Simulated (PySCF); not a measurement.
2,5-difluoropyridine, C5H3F2N.
Bonds: F1–C2, C2–C3 (aromatic), C3–C4 (aromatic), C4–C5 (aromatic), C5–F6, C5–N7 (aromatic), N7–C8 (aromatic), C2–C8 (aromatic). Hydrogens: H9 on C3; H10 on C4; H11 on C8.

NICS = −σ at a ghost point: NICS(0) at the centroid of the ring atoms, NICS(1) 1 Å to either side along the normal of their mean plane, zz for the tensor component along that normal. Level: GIAO PBE0/pcSseg-1 (PySCF, non-relativistic, gas phase) on the GFN2-xTB geometry, one conformer.

Ring bond lengths (Å), with Mayer bond orders in brackets: C2–C3 1.388 (1.40), C3–C4 1.383 (1.41), C4–C5 1.390 (1.38), C5–N7 1.312 (1.48), N7–C8 1.321 (1.45), C8–C2 1.386 (1.39).

Question: Give the NICS values of each ring in ppm.

Answer: 
```tsv
ring	type	NICS(0)	NICS(1), two faces	NICS(1)zz, two faces	rms pucker (Å)	centre to ring atoms, mean (Å)
C2–C3–C4–C5–N7–C8	6-membered ring with N; formal bonds all aromatic	-10.2	-11.1 / -11.1	-26.7 / -26.7	0.00	1.36
```

Question: What can be read from them?

Answer: 
- C2–C3–C4–C5–N7–C8: mean NICS(1)zz -26.7 ppm, shielded. For a flat ring without four-coordinate atoms the NICS criterion counts such a value as aromatic.

Question: How equal are the bonds by HOMA? HOMA = 1 − mean of α(R − Ropt)² over the ring bonds, with Krygowski's 1993 parameters (CC: Ropt 1.388 Å, α 257.7 Å⁻²; CN: Ropt 1.334 Å, α 93.52 Å⁻²).

Answer: 
- C2–C3–C4–C5–N7–C8: HOMA 0.99; the largest term is that of C5–N7, α(R − Ropt)² = 0.04. The geometric and the magnetic index point the same way.

Question: What are the shieldings of the ring atoms and their hydrogens in the same run (means over atoms taken as equivalent)?

Answer: 
```json
{"atoms": "C2", "environment": "aromatic C–F carbon", "σ isotropic (ppm)": "20.5", "principal values of the symmetric part, first atom (ppm)": "-64.4, 34.2, 91.7"}
{"atoms": "C3", "environment": "aromatic CH carbon", "σ isotropic (ppm)": "53.3", "principal values of the symmetric part, first atom (ppm)": "-35.7, 26.4, 169.3"}
{"atoms": "C4", "environment": "aromatic CH carbon", "σ isotropic (ppm)": "71.8", "principal values of the symmetric part, first atom (ppm)": "-10.3, 57.8, 167.9"}
{"atoms": "C5", "environment": "aromatic C–F carbon", "σ isotropic (ppm)": "17.8", "principal values of the symmetric part, first atom (ppm)": "-73.2, 49.0, 77.6"}
{"atoms": "N7", "environment": "pyridine-type nitrogen", "σ isotropic (ppm)": "-55.9", "principal values of the symmetric part, first atom (ppm)": "-316.8, -104.6, 253.5"}
{"atoms": "C8", "environment": "aromatic CH next to a ring nitrogen", "σ isotropic (ppm)": "44.4", "principal values of the symmetric part, first atom (ppm)": "-38.9, 32.8, 139.3"}
{"atoms": "H9", "environment": "aromatic hydrogen", "σ isotropic (ppm)": "23.98", "principal values of the symmetric part, first atom (ppm)": "20.9, 24.0, 27.0"}
{"atoms": "H10", "environment": "aromatic hydrogen", "σ isotropic (ppm)": "24.69", "principal values of the symmetric part, first atom (ppm)": "20.9, 25.6, 27.6"}
{"atoms": "H11", "environment": "aromatic hydrogen", "σ isotropic (ppm)": "23.23", "principal values of the symmetric part, first atom (ppm)": "19.1, 23.7, 26.8"}
```
